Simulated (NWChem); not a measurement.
A series in which one site is exchanged, each optimised at PBE0/def2-SVP with NWChem, gas phase unless a solvent is named. This build's default masses of Se (78.918 u) and Br (79.917 u) are each other's, which moves their modes by up to 0.6 %. Some are not confirmed as minima by frequencies. def2 effective core potentials on Sb, Bi; no spin-orbit coupling.

A: [Br][SbH2] (SbH2Br; site = Sb)
B: BBr (BH2Br; site = B)
C: [GaH2][Br] (GaH2Br; site = Ga)
D: [Br][BiH2] (BiH2Br; site = Bi)

Values for A:

```
Property                                             Value
---------------------------------------------------  -----
dipole (D), PBE0/def2-SVP                             2.48
orbital gap (eV), PBE0/def2-SVP                       5.59
vertical ionisation energy, ΔSCF, PBE/def2-SVP (eV)   9.37
static polarisability, PBE/def2-SVPD (bohr³)          68.5
lowest singlet excitation, PBE/def2-SVPD, TDA (eV)    3.99
```

Task: How do these values change for the other members?

Result: 
```tsv
change from A	B	C	D
dipole (D), PBE0/def2-SVP	-2.05	-0.71	+0.87
orbital gap (eV), PBE0/def2-SVP	+0.60	+0.52	-0.11
vertical ionisation energy, ΔSCF, PBE/def2-SVP (eV)	+1.16	+0.66	+0.01
static polarisability, PBE/def2-SVPD (bohr³)	-29.9	-13.6	+5.1
lowest singlet excitation, PBE/def2-SVPD, TDA (eV)	+0.05	+0.19	-0.17
```
